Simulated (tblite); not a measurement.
C4H6NSi (doublet state).
Z-matrix (Å and degrees, GFN2-xTB geometry), rows numbered from 1:
```
Si
N   1  1.7434
C   2  1.3702  1  126.33
C   3  1.3616  2  109.53  1   176.93
C   4  1.4156  3  106.87  2    -0.36
C   5  1.3616  4  106.87  3     0.05
H   1  1.4542  2  107.86  3   156.15
H   1  1.4541  2  107.86  3    27.89
H   3  1.0726  2  120.39  1    -3.53
H   4  1.0727  3  126.70  2   179.51
H   5  1.0726  4  126.44  3   179.75
H   6  1.0725  2  120.38  1     3.55
```

All values are computed: GFN2-xTB (tblite) harmonic vibrations without scaling, gas phase. The method is semi-empirical: single wavenumbers can be off by several per cent or more. Modes of hydrogen on silicon can be 10 to 20 % off. One conformer, not necessarily the lowest. Open shells enter through the occupations alone, without spin polarisation, and single modes of such species can be off by tens of per cent.

Harmonic wavenumbers (cm⁻¹): 92.6, 145.7, 222.8, 495.1, 559.7, 561.8, 573.2, 589.6, 708.8, 761.9, 771.6, 816.2, 833.2, 837.4, 925.6, 1075.3, 1082.5, 1101.6, 1196.9, 1254.3, 1315.2, 1398.8, 1475.5, 1559.1, 2326.7, 2345.9, 3146.8, 3149.7, 3158.9, 3168.0.

A = 8799, B = 2188, C = 1760 MHz; mass 96.027 u (most abundant isotopes); point group Cs, symmetry number 1; spin multiplicity 2.

**Question.** Zero-point energy?

**Answer.** Half the sum of the wavenumbers: 18825 cm⁻¹ = 53.82 kcal/mol.

**Question.** Give the ideal-gas entropy at 500 K and 1 bar in the rigid-rotor, harmonic-oscillator model (classical rotation).

**Answer.** Translation 42.19, rotation 28.19, vibration 24.92, spin (R ln 2) 1.38: S = 96.7 cal/(mol K).

**Question.** And Cp and H(500 K) − H(0)?

**Answer.** Cp = 37.79 cal/(mol K), of which vibrations give 29.84 (their classical limit is 30 R = 59.6); H(500 K) − H(0) = 11.06 kcal/mol without the zero-point energy, 7.09 from vibrations.

**Question.** Which modes carry the vibrational entropy at 500 K?

**Answer.** 92.6 cm⁻¹: 4.62; 145.7 cm⁻¹: 3.73; 222.8 cm⁻¹: 2.90; 495.1 cm⁻¹: 1.44; 559.7 cm⁻¹: 1.24; 561.8 cm⁻¹: 1.24 cal/(mol K); the other 24 give 9.74 together.

**Question.** Blend soft modes into free rotors: weight 1/[1 + (100 cm⁻¹/ν̃)⁴] for the oscillator and the rest for a rotor with moment μB/(μ + B), μ = h/(8π²ν), B = 10⁻⁴⁴ kg m². What vibrational entropy results?

**Answer.** 24.10 cal/(mol K) in place of 24.92, which changes −T·S at 500 K by +0.41 kcal/mol.

**Question.** What must be added to the electronic energy to get the Gibbs energy at 500 K and 1 bar?

**Answer.** ZPE + [H(500 K) − H(0)] − T·S = 53.82 + 11.06 − 48.34 = 16.54 kcal/mol.

**Question.** How do the functions run with temperature in this model?

**Answer.** 
| T (K) | S (cal/(mol K)) | Cp (cal/(mol K)) | H − H(0) (kcal/mol) | G − H(0) (kcal/mol) | ln q(vib) |
| --- | --- | --- | --- | --- | --- |
| 150 | 67.2 | 14.7 | 1.65 | -8.43 | 0.97 |
| 250 | 76.2 | 21.8 | 3.46 | -15.60 | 2.07 |
| 298.15 | 80.4 | 25.4 | 4.59 | -19.38 | 2.66 |
| 400 | 88.9 | 32.3 | 7.55 | -28.00 | 4.00 |
| 600 | 104.0 | 42.1 | 15.07 | -47.32 | 6.84 |
| 900 | 122.9 | 50.8 | 29.13 | -81.44 | 11.07 |

q(vib) and H(0) count from the zero-point level.

Hindered rotation and anharmonicity are outside this model. Other conformers, if any are populated, would add a mixing term that is left out.
